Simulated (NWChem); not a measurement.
# B2HO2 cation; SMILES O=BB=[OH+]

```xyz
5

O      0.0017    -2.1615     0.0000
B     -0.0039    -0.9534     0.0000
B     -0.0032     0.6967     0.0000
O      0.0013     1.9281     0.0000
H      0.0074     2.9086     0.0000
```
Atoms are numbered in this order, from 1.

Results from NWChem. All runs use the structure optimised with PBE-D3(BJ)/def2-SVP. Atomic charges in e: unrestrained fits to the electrostatic potential beside Mulliken populations; buried atoms are poorly determined by the fit.

**Question.** Estimate the computed values for B3LYP/def2-SVP. Quantities: ESP O1; Mulliken O1; ESP B2; Mulliken B2; ESP B3; Mulliken B3; ESP O4; Mulliken O4; relative RMS misfit of the potential (%).

**Answer.** 
```yaml
ESP O1: -0.24
Mulliken O1: 0.14
ESP B2: 0.32
Mulliken B2: 0.09
ESP B3: 0.77
Mulliken B3: 0.26
ESP O4: -0.45
Mulliken O4: 0.19
relative RMS misfit of the potential (%): 1
```
